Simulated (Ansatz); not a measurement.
Consider the atomization: `B[SiH](F)OC` → B• + C• + F• + 6 H• + O• + Si•.

Computed with Ansatz on PBE0-D4/def2-TZVP structures; ΔE is electronic, products minus reactants. CCSD(T)/CBS is the MP2 limit (def2-TZVPP, def2-QZVPP) plus CCSD(T) − MP2 in def2-TZVPP, frozen cores. This one scheme is used for every species, atoms too. DFT in def2-TZVPP. No spin–orbit coupling; open shells (•) take unrestricted orbitals. Spin–orbit coupling would lower the free atoms: a little for B, C, F, O, Si. Each species was taken in one conformer, which may not be the lowest.

```csv
level,ΔE (kJ/mol)
r2SCAN0-D4,4005.4
ωB97M-V,4066.8
PBE-QIDH,4022.2
revPBE,3938.1
```

Question: What does CCSD(T)/CBS give? (An estimate is asked.)

Answer: Computed: +4060.2 kJ/mol. The listed levels differ from it by -54.8, 6.6, -38.0, -122.1 kJ/mol.

Largest T1 diagnostic among the species: 0.014.

At CCSD(T), def2-SVP lies −253.3 kJ/mol from the extrapolated value and def2-TZVPP −103.0 kJ/mol: correlation converges slowly with the basis, and small sets miss more of it in the bonded molecule than in its fragments. Leaving LDA and LC-ωPBE aside and taking each functional with its dispersion term where it has one, the values, not all of them listed here, spread over 134.6 kJ/mol, from BHLYP-D4 to PBE-D4. LDA lies +514.7 kJ/mol from PBE without D4, its usual overbinding. From PBE to PBE0 (25 % exact exchange), in def2-TZVPP and without D4, ΔE moves by −57.1 kJ/mol: exact exchange takes away binding that semilocal exchange gives to molecules.

For atomizations the MP2-based limit and the directly extrapolated one differ by several kJ/mol either way, and by 10 to 25 for some Ge, Se and Sn compounds, so smaller differences from it don't rank the levels.
